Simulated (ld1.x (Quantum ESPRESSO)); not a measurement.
# An all-electron radial function and its pseudo partner (thulium (Tm))

Columns: radius, all-electron u(r) and pseudo u(r) of the 4f shell (level -15.03 eV) of thulium in the configuration [Kr] 4d10 4f12 5s2 5p6 5d1 6s2 6p0; LDA (PZ), non-relativistic, PAW scheme, ld1.x (Quantum ESPRESSO) 7.5.

```
r (bohr)  all-electron  pseudo
   0.158        0.3491  0.0069
   0.315        0.9860  0.0885
   0.473        1.1896  0.3190
   0.630        1.1097  0.6152
   0.788        0.9436  0.7909
   0.945        0.7745  0.7600
   1.102        0.6264  0.6265
   1.260        0.5031  0.5031
   1.418        0.4037  0.4037
   1.575        0.3247  0.3247
   1.732        0.2618  0.2618
   1.890        0.2114  0.2114
   2.047        0.1715  0.1715
   2.205        0.1393  0.1393
   2.362        0.1137  0.1137
   2.520        0.0929  0.0929
   2.678        0.0762  0.0762
   2.835        0.0627  0.0627
   2.992        0.0517  0.0517
   3.150        0.0427  0.0427
   3.308        0.0353  0.0353
   3.465        0.0293  0.0293
   3.622        0.0244  0.0244
   3.780        0.0203  0.0203
   3.938        0.0169  0.0169
   4.095        0.0141  0.0141
```

Q: How many radial nodes do the two functions have?

A: The all-electron 4f function has n − l − 1 = 0; the pseudo-wave has 0.

Q: At about which radius was the pseudo-wave matched?

A: 1.15 bohr, where the columns begin to agree (steps of 0.16 bohr).

Q: Is the pseudo-wave norm-conserving?

A: No, it belongs to a PAW set: the norm inside the radius is not constrained, and the difference is carried by the augmentation charge.
